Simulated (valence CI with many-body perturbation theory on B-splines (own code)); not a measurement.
Eu⁵⁸⁺: calculated level list

Level of theory: valence CI with perturbative core correlation (CI+MBPT): three valence electrons over a frozen Dirac-Fock core [He], a basis of 9 s, 9 p, 8 d, 6 f, 3 g, 1 h functions for each j, with the one-electron correlation potential Σ1, the two-electron term Σ2, the three-electron term Σ3, Breit, model QED; selected CI, second order for the rest, scaled by the run's own slope (own B-spline code, finite nucleus).

The last digits are not significant, and no measured levels were compared; by estimate large intervals hold to a few tenths of a per cent, small ones and those within an open d or f shell to about a per cent.

Levels 1 to 42 of 42, with energies above the lowest level, (2s^2 2p1/2) J=1/2. "Leading %" is the weight of the configuration and term that name the level; weights of strongly mixed levels are sums over their largest components and can fall short, so below about 35 % the name and the second component can differ from the true leading terms, or belong to a minority configuration. In the jj column 3d3/2^4 stands for four electrons in 3d with j = 3/2. Lifetimes count E1, E2, E3, M1 and M2 decay at the calculated energies, and are blank where another channel may lead or the interval is too uncertain; long ones can be off by a factor of two.

| No. | Configuration | Term | J | E (Ry) | Leading % | Lifetime | Second component | Leading jj |
| --- | --- | --- | --- | --- | --- | --- | --- | --- |
| 1 | 2s²2p | ²P° | 1/2 | 0.00 | 100 |  |  | 2s^2 2p1/2 (100 %) |
| 2 | 2s2p² | ⁴P | 1/2 | 15.26 | 53 | 64.6 ps | 30 % 2s2p² ²S | 2s 2p1/2^2 (99 %) |
| 3 | 2s²2p | ²P° | 3/2 | 52.05 | 99 | 156 ps |  | 2s^2 2p3/2 (99 %) |
| 4 | 2s2p² | ⁴P | 3/2 | 62.71 | 91 | 51.5 ps | 6 % 2s2p² ²D | 2s 2p1/2 2p3/2 (100 %) |
| 5 | 2s2p² | ²D | 5/2 | 65.39 | 61 | 168 ps | 39 % 2s2p² ⁴P | 2s 2p1/2 2p3/2 (100 %) |
| 6 | 2s2p² | ²P | 1/2 | 69.71 | 70 | 338 fs | 30 % 2s2p² ⁴P | 2s 2p1/2 2p3/2 (99 %) |
| 7 | 2s2p² | ²D | 3/2 | 69.82 | 63 | 391 fs | 36 % 2s2p² ²P | 2s 2p1/2 2p3/2 (100 %) |
| 8 | 2p³ | ²P° | 3/2 | 85.86 | 47 | 504 fs | 27 % 2p³ ²D° | 2p1/2^2 2p3/2 (99 %) |
| 9 | 2s2p² | ⁴P | 5/2 | 116.08 | 61 | 1.76 ps | 39 % 2s2p² ²D | 2s 2p3/2^2 (100 %) |
| 10 | 2s2p² | ²S | 1/2 | 122.62 | 69 | 421 fs | 18 % 2s2p² ⁴P | 2s 2p3/2^2 (100 %) |
| 11 | 2s2p² | ²P | 3/2 | 122.69 | 61 | 235 fs | 30 % 2s2p² ²D | 2s 2p3/2^2 (100 %) |
| 12 | 2p³ | ⁴S° | 3/2 | 135.02 | 55 | 250 fs | 45 % 2p³ ²D° | 2p1/2 2p3/2^2 (100 %) |
| 13 | 2p³ | ²D° | 5/2 | 136.61 | 100 | 274 fs |  | 2p1/2 2p3/2^2 (100 %) |
| 14 | 2p³ | ²P° | 1/2 | 140.02 | 100 | 224 fs |  | 2p1/2 2p3/2^2 (100 %) |
| 15 | 2p³ | ²P° | 3/2 | 189.80 | 52 | 167 fs | 28 % 2p³ ²D° | 2p3/2^3 (100 %) |
| 16 | 2s²3s | ²S | 1/2 | 539.13 | 98 | 7.33 fs |  | 2s^2 3s (98 %) |
| 17 | 2s²3p | ²P° | 1/2 | 544.29 | 96 | 187 fs |  | 2s^2 3p1/2 (96 %) |
| 18 | 2s2p3s | ⁴P° | 1/2 | 549.34 | 85 | 8.19 fs | 13 % 2s2p3s ²P° | 2s 2p1/2 3s (98 %) |
| 19 | 2s2p3s | ⁴P° | 3/2 | 551.01 | 60 | 7.33 fs | 39 % 2s2p3s ²P° | 2s 2p1/2 3s (98 %) |
| 20 | 2s2p3s | ²P° | 1/2 | 552.85 | 94 | 9.97 fs | 5 % 2s2p3s ⁴P° | 2s 2p1/2 3s (99 %) |
| 21 | 2s2p3p | ⁴D | 1/2 | 553.70 | 72 | 10.2 fs | 20 % 2s2p3p ²P | 2s 2p1/2 3p1/2 (100 %) |
| 22 | 2s2p3p | ⁴D | 3/2 | 555.47 | 41 | 3.69 fs | 32 % 2s2p3p ²D | 2s 2p1/2 3p1/2 (99 %) |
| 23 | 2s2p3p | ⁴P | 1/2 | 558.06 | 47 | 7.98 fs | 30 % 2s2p3p ²S | 2s 2p1/2 3p1/2 (99 %) |
| 24 | 2s²3p | ²P° | 3/2 | 559.75 | 96 | 102 fs |  | 2s^2 3p3/2 (96 %) |
| 25 | 2s²3d | ²D | 3/2 | 563.40 | 97 | 1.16 fs |  | 2s^2 3d3/2 (97 %) |
| 26 | 2p²3s | ⁴P | 1/2 | 567.55 | 39 | 7.19 fs | 25 % 2p²3s ²S | 2p1/2^2 3s (84 %) |
| 27 | 2s²3d | ²D | 5/2 | 567.60 | 96 | 1.22 fs |  | 2s^2 3d5/2 (96 %) |
| 28 | 2s2p3p | ⁴P | 3/2 | 569.81 | 31 | 10.1 fs | 27 % 2s2p3p ⁴D | 2s 2p1/2 3p3/2 (100 %) |
| 29 | 2s2p3p | ⁴D | 5/2 | 571.83 | 44 | 45.5 fs | 36 % 2s2p3p ²D | 2s 2p1/2 3p3/2 (97 %) |
| 30 | 2p²3p | ²P° | 1/2 | 571.91 | 41 | 1.40 fs | 36 % 2p²3p ⁴D° | 2p1/2^2 3p1/2 (90 %) |
| 31 | 2s2p3p | ²D | 3/2 | 572.03 | 44 | 4.49 fs | 22 % 2s2p3p ²P | 2s 2p1/2 3p3/2 (99 %) |
| 32 | 2s2p3d | ⁴F° | 3/2 | 572.66 | 71 | 4.58 fs | 13 % 2s2p3d ²D° | 2s 2p1/2 3d3/2 (100 %) |
| 33 | 2s2p3p | ²P | 1/2 | 572.78 | 36 | 3.32 fs | 16 % 2s2p3p ²S | 2s 2p1/2 3p3/2 (85 %) |
| 34 | 2s2p3d | ⁴F° | 5/2 | 574.58 | 47 | 6.15 fs | 23 % 2s2p3d ²F° | 2s 2p1/2 3d3/2 (96 %) |
| 35 | 2s2p3d | ²P° | 3/2 | 575.79 | 29 | 938 as | 27 % 2s2p3d ⁴D° | 2s 2p1/2 3d3/2 (97 %) |
| 36 | 2s2p3d | ⁴D° | 1/2 | 576.28 | 51 | 1.28 fs | 35 % 2s2p3d ²P° | 2s 2p1/2 3d3/2 (91 %) |
| 37 | 2s2p3d | ⁴P° | 5/2 | 577.70 | 35 | 1.22 fs | 29 % 2s2p3d ⁴D° | 2s 2p1/2 3d5/2 (98 %) |
| 38 | 2s2p3d | ⁴F° | 7/2 | 579.49 | 38 | 1.27 fs | 38 % 2s2p3d ²F° | 2s 2p1/2 3d5/2 (99 %) |
| 39 | 2s2p3d | ²F° | 5/2 | 580.29 | 51 | 1.27 fs | 22 % 2s2p3d ²D° | 2s 2p1/2 3d5/2 (98 %) |
| 40 | 2s2p3d | ²D° | 3/2 | 580.32 | 39 | 1.27 fs | 39 % 2s2p3d ²P° | 2s 2p1/2 3d5/2 (95 %) |
| 41 | 2p²3p | ²P° | 3/2 | 588.50 | 33 | 4.32 fs | 20 % 2p²3p ⁴D° | 2p1/2^2 3p3/2 (96 %) |
| 42 | 2p²3d | ²D | 3/2 | 591.20 | 41 | 6.64 fs | 33 % 2p²3d ⁴F | 2p1/2^2 3d3/2 (98 %) |

The ionisation energy to 2s² ¹S0 of the next ion comes out as 13044 eV (NIST: 13050 ± 6 eV (theoretical)). All 42 levels together are meant to be complete up to 594.92 Ry.
